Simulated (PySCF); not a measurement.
**SMILES CC(C1=C/C(=C\OC)C=C1)=O, C$_{9}$H$_{10}$O$_{2}$**

Molfile (atoms numbered from 1):
```
C9H10O2
     RDKit          3D

 21 21  0  0  0  0  0  0  0  0999 V2000
    3.2168    0.2352   -0.2480 C   0  0  0  0  0  0  0  0  0  0  0  0
    3.2529   -1.1403   -0.5525 O   0  0  0  0  0  0  0  0  0  0  0  0
    2.1391   -1.8337   -0.6615 C   0  0  0  0  0  0  0  0  0  0  0  0
    0.8301   -1.4657   -0.5328 C   0  0  0  0  0  0  0  0  0  0  0  0
   -0.2347   -2.4544   -0.7064 C   0  0  0  0  0  0  0  0  0  0  0  0
   -1.4292   -1.8340   -0.5278 C   0  0  0  0  0  0  0  0  0  0  0  0
   -1.1817   -0.4306   -0.2347 C   0  0  0  0  0  0  0  0  0  0  0  0
   -2.2604    0.5455    0.0163 C   0  0  0  0  0  0  0  0  0  0  0  0
   -1.8685    1.9756    0.3087 C   0  0  0  0  0  0  0  0  0  0  0  0
   -3.4254    0.2042   -0.0122 O   0  0  0  0  0  0  0  0  0  0  0  0
    0.1729   -0.2018   -0.2359 C   0  0  0  0  0  0  0  0  0  0  0  0
    2.7349    0.4068    0.7273 H   0  0  0  0  0  0  0  0  0  0  0  0
    2.6750    0.7938   -1.0273 H   0  0  0  0  0  0  0  0  0  0  0  0
    4.2590    0.5726   -0.2092 H   0  0  0  0  0  0  0  0  0  0  0  0
    2.3671   -2.8784   -0.8967 H   0  0  0  0  0  0  0  0  0  0  0  0
   -0.0643   -3.5057   -0.9394 H   0  0  0  0  0  0  0  0  0  0  0  0
   -2.4251   -2.2705   -0.5846 H   0  0  0  0  0  0  0  0  0  0  0  0
   -2.7756    2.5705    0.4697 H   0  0  0  0  0  0  0  0  0  0  0  0
   -1.2940    2.4002   -0.5290 H   0  0  0  0  0  0  0  0  0  0  0  0
   -1.2306    2.0279    1.2046 H   0  0  0  0  0  0  0  0  0  0  0  0
    0.6495    0.7557   -0.0477 H   0  0  0  0  0  0  0  0  0  0  0  0
  1  2  1  0
  2  3  1  0
  3  4  2  0
  4  5  1  0
  5  6  2  0
  6  7  1  0
  7  8  1  0
  8  9  1  0
  8 10  2  0
  7 11  2  0
 11  4  1  0
  1 12  1  0
  1 13  1  0
  1 14  1  0
  3 15  1  0
  5 16  1  0
  6 17  1  0
  9 18  1  0
  9 19  1  0
  9 20  1  0
 11 21  1  0
M  END
```

Computed with TDDFT CAM-B3LYP/def2-SVPD excited states, vertical, gas phase (PySCF 2.14.0). Geometry: PBE0-D3(BJ)/def2-SVP.

Problem. How strongly do the lowest singlets absorb one photon, and two photons of half the energy?

Solution. δ for parallel linear polarisation; σ at the peak of a Lorentzian of half width 0.1 eV, single beam; Ω is circular over linear.
| state | E (eV) | f | photon λ (nm) | δ (au) | σ (GM) | Ω | main |
| --- | --- | --- | --- | --- | --- | --- | --- |
| S1 | 3.70 | 0.010 | 671 | 8.79 | 0.04 | 0.97 | HOMO→LUMO 0.98 |
| S2 | 3.88 | 0.000 | 639 | <0.1 | 0.00 | – | HOMO−2→LUMO 0.70, HOMO−2→LUMO+1 0.27 |
| S3 | 4.65 | 0.506 | 533 | 164 | 1.30 | 0.35 | HOMO−1→LUMO 0.93 |
| S4 | 5.71 | 0.319 | 434 | 557 | 6.66 | 1.01 | HOMO→LUMO+1 0.88 |
| S5 | 5.95 | 0.000 | 417 | 0.66 | 0.01 | 1.50 | HOMO−2→LUMO+1 0.64, HOMO−2→LUMO 0.28 |
| S6 | 6.27 | 0.000 | 396 | 33.9 | 0.49 | 1.50 | HOMO→LUMO+2 0.79, HOMO→LUMO+4 0.12 |

Among these, the strongest one-photon state is S3, the strongest two-photon state S4, with a dipole change of 3.7 D (relaxed, norm of the difference vector).
